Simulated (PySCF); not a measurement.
## Hf⁶³⁺: ionisation energy

Hf⁶³⁺ [He] 2s2 2p5 [2p1/2^2 2p3/2^3, M_J = 3/2] → Hf⁶⁴⁺ [He] 2s2 2p4 [2p1/2^2 2p3/2^2, M_J = 2], as a difference of total energies. All numbers are calculated (PySCF 2.14, the two-component X2C-1e Hamiltonian, in an uncontracted even-tempered set (17 s from 47 bohr⁻², ratio 2.4; 13 p from 60 bohr⁻², ratio 2.4; 5 d from 210 bohr⁻², ratio 2.6; 4 f from 310 bohr⁻², ratio 2.6)). Correlated levels: nothing frozen; the 30 highest virtual spinors dropped. "Screened" scales the spin-orbit matrix elements by Boettger's factors to mimic the two-electron term; Breit and QED terms are absent.

```json
{"method": "GHF (spin-free)", "ionisation energy (eV)": "15368.5"}
{"method": "GMP2 (spin-free)", "ionisation energy (eV)": "15370.2"}
{"method": "GHF (screened spin-orbit)", "ionisation energy (eV)": "15014.5"}
{"method": "GMP2 (screened spin-orbit)", "ionisation energy (eV)": "15016.2"}
```

For this ion Breit and QED terms and the two-electron picture change, all absent here, outweigh the correlation shift from GHF to GMP2.

The spin-free rows relax to the high-spin LS determinant and lack the spin-orbit shift.

The labels give the starting determinants; with spin-orbit coupling the two ends relaxed to ⟨J²⟩ = 3.75, ⟨L²⟩ = 2.02, ⟨S²⟩ = 0.77 and ⟨J²⟩ = 6.00, ⟨L²⟩ = 3.29, ⟨S²⟩ = 1.38.

For comparison: 14999 ± 19 eV (theoretical estimate listed by NIST; NIST Atomic Spectra Database, ionization energies).
